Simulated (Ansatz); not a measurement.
Relaxation of FH5O3W (10 atoms, charge 0, multiplicity 1), to a largest force component of 0.02 eV/Å in at most 40 steps.

These are results of RHF/def2-SVP (Ansatz), not measurements.

```xyz
10
Properties=species:S:1:pos:R:3
W 0.000 0.000 0.000
F 0.000 0.000 1.850
O 1.940 0.000 0.000
H 2.277 -0.952 -0.020
H 0.000 1.720 0.000
H -1.720 0.000 0.000
O 0.000 -1.940 0.000
H 0.382 -2.277 0.872
O 0.000 0.000 -1.940
H 0.528 0.792 -2.277
```

Problem. Where does it end, and by what steps?

Solution. The run converged. After 30 steps the energy has fallen by 2.839 eV; H4 moved furthest, 1.83 Å.

```json
{"step": "0", "energy less start (eV)": "0.0000", "largest force component (eV/Å)": "3.481", "accepted": "yes"}
{"step": "2", "energy less start (eV)": "-1.4539", "largest force component (eV/Å)": "1.253", "accepted": "yes"}
{"step": "4", "energy less start (eV)": "-2.1404", "largest force component (eV/Å)": "1.025", "accepted": "yes"}
{"step": "6", "energy less start (eV)": "-2.2443", "largest force component (eV/Å)": "0.359", "accepted": "yes"}
{"step": "8", "energy less start (eV)": "-2.3049", "largest force component (eV/Å)": "0.317", "accepted": "yes"}
{"step": "10", "energy less start (eV)": "-2.3248", "largest force component (eV/Å)": "0.198", "accepted": "yes"}
{"step": "12", "energy less start (eV)": "-2.3549", "largest force component (eV/Å)": "1.199", "accepted": "yes"}
{"step": "14", "energy less start (eV)": "-2.3887", "largest force component (eV/Å)": "0.490", "accepted": "yes"}
{"step": "16", "energy less start (eV)": "-2.4138", "largest force component (eV/Å)": "0.301", "accepted": "yes"}
{"step": "18", "energy less start (eV)": "-2.5684", "largest force component (eV/Å)": "0.842", "accepted": "yes"}
{"step": "20", "energy less start (eV)": "-2.5118", "largest force component (eV/Å)": "3.886", "accepted": "no"}
{"step": "22", "energy less start (eV)": "-2.7791", "largest force component (eV/Å)": "0.595", "accepted": "yes"}
{"step": "24", "energy less start (eV)": "-2.8159", "largest force component (eV/Å)": "0.419", "accepted": "yes"}
{"step": "26", "energy less start (eV)": "-2.8284", "largest force component (eV/Å)": "0.279", "accepted": "no"}
{"step": "28", "energy less start (eV)": "-2.8389", "largest force component (eV/Å)": "0.055", "accepted": "yes"}
{"step": "30", "energy less start (eV)": "-2.8394", "largest force component (eV/Å)": "0.011", "accepted": "yes"}
```

```xyz
10
Properties=species:S:1:pos:R:3
W 0.385 -0.317 -0.076
F 0.499 -0.390 1.805
O 2.228 0.134 -0.048
H 2.769 0.764 0.401
H 0.179 1.317 0.209
H -1.179 0.174 0.248
O -0.375 -2.053 0.021
H -1.077 -2.465 0.499
O 0.118 -0.056 -1.859
H -0.142 0.235 -2.716
```

Whether the end is a true minimum wasn't checked by a vibrational analysis.

The run took 56 s on 2 threads of Arm Neoverse V2, on a shared host, peak memory 0.24 GiB.
